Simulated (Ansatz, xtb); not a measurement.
# Isomers of C5H6FNO in order of energy

8 gas-phase structures of C5H6FNO, from a drawn sample of its isomers (lower ones may exist). Each was relaxed with GFN2-xTB; where two conformers were screened, the lower at r2SCAN-D4/def2-SVP is listed:

A. `N#C[C@@]1(F)CCCO1`, a singlet
B. `N#C[C@@H]1CO[C@H](F)C1`, a singlet
C. `N#C[C@@H]1CCO[C@@H]1F`, a singlet
D. `N#C[C@@H]1CCO[C@H]1F`, a singlet
E. `N#C[C@@H]1CO[C@@H](F)C1`, a singlet
F. `N#C[C@@H]1C[C@H](F)CO1`, a singlet
G. `N#C[C@@H]1CC[C@H](F)O1`, a singlet
H. `N#C[C@@H]1CC[C@@H](F)O1`, a singlet

Task: Estimate their order in r2SCAN-D4/def2-SVP energy at these geometries, lowest first.

Result: Calculated order at r2SCAN-D4/def2-SVP: C (0.000), D (0.001), H (0.019), E (0.020), B (0.023), G (0.056), A (0.147), F (0.525) eV. Less than 1 kcal/mol parts C and D; D and H; H and E; E and B; B and G, so the order within those pairs means little. CCSD(T)/def2-SVP + ΔMP2/def2-TZVPP after further relaxation puts E lowest instead.

Energies above the lowest of each column, in eV; the last columns are at PBE-D3(BJ)/def2-SVP geometries and were run for some of them only (a dash: not run or not comparable):

| structure | GFN2-xTB | HF/STO-3G | r2SCAN-D4/def2-SVP | PBE-D3(BJ)/def2-SVP | CCSD(T)/def2-SVP + ΔMP2/def2-TZVPP |
| --- | --- | --- | --- | --- | --- |
| C | 0.085 | 0.047 | 0.000 | 0.025 | 0.053 |
| D | 0.027 | 0.075 | 0.001 | 0.017 | 0.021 |
| H | 0.060 | 0.037 | 0.019 | 0.046 | 0.039 |
| E | 0.000 | 0.029 | 0.020 | 0.000 | 0.000 |
| B | 0.010 | 0.000 | 0.023 | 0.043 | 0.034 |
| G | 0.083 | 0.026 | 0.056 | 0.075 | 0.073 |
| A | 0.267 | 0.071 | 0.147 | – | – |
| F | 0.346 | 0.246 | 0.525 | – | – |

CCSD(T)/def2-SVP + ΔMP2/def2-TZVPP puts E lowest of those it was run on, with B and D and H within 1 kcal/mol; r2SCAN-D4/def2-SVP picks C. CCSD(T)/def2-SVP + ΔMP2/def2-TZVPP orders those it was run on as E (0.000), D (0.021), B (0.034), H (0.039), C (0.053), G (0.073) eV. Less than 1 kcal/mol parts E and D; D and B; B and H; H and C; C and G, so the order within those pairs means little. Some further structures that were screened fall inside this span and aren't listed. Flexible structures stand in one conformer each, not always the lowest. Frequencies (GFN2-xTB) were run for B, C, D, G, H alone. ΔMP2 is the change of the MP2 energy from the smaller to the larger basis.

Over these structures GFN2-xTB departs from r2SCAN-D4/def2-SVP by 0.061 eV on average once a common shift is removed. A GFN2-xTB relaxation took about 0.093 s and the r2SCAN-D4/def2-SVP energy about 3.9 s on a shared host (Ansatz 0.2.0, xtb 6.7.1).
